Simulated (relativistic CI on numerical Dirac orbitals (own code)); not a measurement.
# Ag III: calculation against measurement

Method of calculation: Dirac-Coulomb-Breit CI, orbitals from a KLI potential per configuration, QED by a radiative potential, valence Slater integrals scaled by 0.85, P86 correlation estimate, and configurations built on the next ion tied to the tabulated ionisation energy (semi-empirical) (own radial code, finite nucleus).

CI space (outside the closed core [Kr]): 4d9, 4d8 5s, 4d8 5p, 4d8 5d, 4d8 6s, 4d8 4f, 4d8 5f, 4d7 5s2, 4d8 6p, 4d7 4f2, 4d7 5s 5p, 4d8 6d, 4d8 5g, 4d8 6f, 4d8 6g, 4d7 5p2, 4d7 5s 6s. Levels of other configurations are missing.

```tsv
Configuration	Term (tabulated)	J	Measured (cm⁻¹)	Computed	Error	Purity (%)
4d9	2D	5/2	0.0	0	0	99
4d9	2D	3/2	4607.0	4371	-236	99
4d8 5s	4F	9/2	63250.0	70292	7042	99
4d8 5s	4F	7/2	65764.0	72756	6992	91
4d8 5s	4F	5/2	68145.0	75028	6883	96
4d8 5s	4F	3/2	69351.0	76248	6897	92
4d8 5s	2F	7/2	71691.0	78946	7255	90
4d8 5s	2F	5/2	73934.0	81574	7640	59
4d8 5s	4P	5/2	76406.0	84312	7906	61
4d8 5s	2D	5/2	82231.0	89744	7513	65
4d8 5s	2G	9/2	85599.0	93051	7452	99
4d8 5s	2G	7/2	85727.0	93175	7448	98
```

Measured levels from Moore, Atomic Energy Levels, vol. III, NSRDS-NBS 35 (1971 reprint of NBS Circular 467, 1958); pairs were made by configuration, J and term (by order where the table uses no LS term), so strongly mixed levels may be paired wrongly. The analysis dates from before 1960.

Mean error by configuration (cm⁻¹): 4d9 -236; 4d8 5s 7303. Over the excited levels the mean absolute error is 6660 cm⁻¹ (11 of the 13 excited levels that our extract of the source holds in range could be paired, and the others can miss by more), and the median relative error of those above 1,000 cm⁻¹ is 10 %.
